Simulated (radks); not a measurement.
Question: Species: Ni2+. Configuration: [Ar] 3d8 (the NIST ground configuration). Calculated with a radial shooting solver on a logarithmic mesh with Libxc functionals: non-relativistic Kohn-Sham, PBE, spin-polarised, spherical densities, point nucleus; open shells are filled with parallel spins first; hard spherical wall at 12 bohr. Some entries of the table are withheld. Estimate them.

orbital  occ.  eigenvalue (hartree)  r(max) (bohr)  <r^2> (bohr^2)
1s down     1             -299.2037        0.03614        0.004030
1s up       1             -299.2036        0.03614        0.004030
2s up       1             -36.10462         0.2076         0.07272
2s down     1             -36.06236         0.2075         0.07261
2p up       3             -31.60568         0.1661         0.05758
2p down     3             -31.57446         0.1661         0.05747
3s up       1              -4.72575         0.6477          0.6492
3s down     1              -4.64244         0.6482          0.6520
3p up       3              -3.35352         0.6505          0.7214
3p down     3              -3.27147         0.6514          0.7267
3d up       5                   (1)         0.6274           1.188
3d down     3                   (2)         0.6314           1.253
4s up       0              -0.79320          2.039           6.332
4s down     0              -0.77073          2.067           6.520
4p up       0              -0.55578          2.422           9.055
4p down     0              -0.53965          2.462           9.385

Answer: 
(1) 3d up eigenvalue (hartree): -1.08343
(2) 3d down eigenvalue (hartree): -1.00761
